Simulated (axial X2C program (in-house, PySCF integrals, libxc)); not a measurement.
## Potential curves of PbH⁻, scalar-relativistic

Calculated with an in-house all-electron X2C program for linear molecules (integrals from PySCF). Spin-free means the one-electron spin-free X2C Hamiltonian. Basis: Pb dyall-acv3z [13s15p11d8f1g], H dyall-av3z [7s3p2d] (cores contracted in-house); Gaussian nuclei, density fitting, unrestricted open shells. Masses: Pb 207.977 u, H 1.008 u.

State: M_S = 1, Λ = 0 (beyond evenly filled blocks: π+α, π-α). Energies in cm⁻¹ from the lowest point of each curve. Fits are polynomials in 1 − R0/R over 0.85 to 1.23 times the lowest point R0.

```
 R (Å)  CCSD
1.7336  1076
1.7907   438
1.8478   100
1.9050     0
1.9717   119
2.0384   432
2.1241  1041
```

Correlated methods: 6 electrons correlated (number of frozen shells: Pb 5 s, 4 p, 3 d, 1 f; H none), 244 virtual spin orbitals or spinors in MP2, 90 natural virtuals in coupled cluster.

The state is one determinant whose occupation by symmetry is held fixed; it was picked as the lowest of a PBE0 search that is not exhaustive. CCSD ran in a truncated set of natural virtual spinors with an MP2 remainder; without triples it tends to underbind. PBE0 can misorder states that lie within some tenths of an eV, so this need not be the ground state of the molecule. The nearest other spin-free determinant of the search, M_S = 0, Λ = 2, lies 0.58 eV up at the distance of the search. With the outer-core shells frozen, correlated bond lengths of heavy atoms tend to come out a few hundredths of an ångström too long. Coupled cluster ran on the points near the minimum only. MP2 and coupled cluster on one determinant become unreliable at the stretched end.

(1) Fit the CCSD curve near its minimum: give the equilibrium distance and the harmonic wavenumber.

## Answers

(1) At CCSD, spin-free: Re = 1.904 Å, ωe ≈ 1390 cm⁻¹; Be follows as 4.63 cm⁻¹.
